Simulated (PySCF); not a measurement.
Precursor series Zn NH2-Br. Isolated molecules, 0 K electronic values unless said otherwise. One relaxed conformer stands for each flexible species; it need not be the lowest.

The LUMO from two functionals at the same geometries (PBE-D3(BJ)/def2-SVP), both in PySCF: PBE-D3(BJ)/def2-TZVP and B3LYP-D3(BJ)/def2-TZVP. B3LYP has the VWN-RPA correlation part, as in Gaussian. 

```tsv
species	PBE-D3(BJ)/def2-TZVP (eV)	B3LYP-D3(BJ)/def2-TZVP (eV)
0 of 2 NH2 replaced by Br ([Zn(NH2)2])	-1.22	-0.76
1 of 2 NH2 replaced by Br	-1.96	-1.43
2 of 2 NH2 replaced by Br ([Zn(Br)2])	-2.74	-2.18
```

Over these rows, drawn at random from the members with no instability flagged (it was tested for open shells, ions and some series alone), PBE minus B3LYP-D3(BJ): mean -0.52 eV, from -0.57 eV to -0.46 eV.
